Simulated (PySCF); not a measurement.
Species: C4H7N3.
SMILES with atom numbers: `[CH3:1][c:2]1[cH:3][n:4][n:5]([CH3:6])[n:7]1` (hydrogens: H8, H9, H10 on C1; H11 on C3; H12, H13, H14 on C6)

The closed-shell ground state was solved at several levels (PySCF, density fitting, gas phase, non-relativistic). Geometry: GFN2-xTB; no solvent, vibrations or thermal averaging.

```csv
level,basis functions,HOMO (eV),LUMO (eV),gap (eV),dipole (D)
B3LYP/pcJ-1,259,-6.97,-0.08,6.89,0.36
PBE0/def2-SVPD,196,-7.23,0.02,7.25,0.37
```

Q: Estimate the row for PBE0/pcSseg-1, a basis of 154 functions; the other rows only guide the guess.

A: HOMO -7.20 eV, LUMO 0.16 eV, gap 7.36 eV, dipole 0.37 D.

Q: Over all these levels, which gives the widest orbital gap and which the narrowest?

A: PBE0/pcSseg-1 (global hybrid, 25 % exact exchange) has the widest, 7.36 eV, and B3LYP/pcJ-1 (global hybrid, 20 % exact exchange) the narrowest, 6.89 eV. Functional and basis both differ between the two, so the spread mixes both effects.

Q: How far do the dipole and the HOMO energy spread over the levels?

A: The dipole runs from 0.36 to 0.37 D (mean 0.37 D) and the HOMO from -7.23 to -6.97 eV.
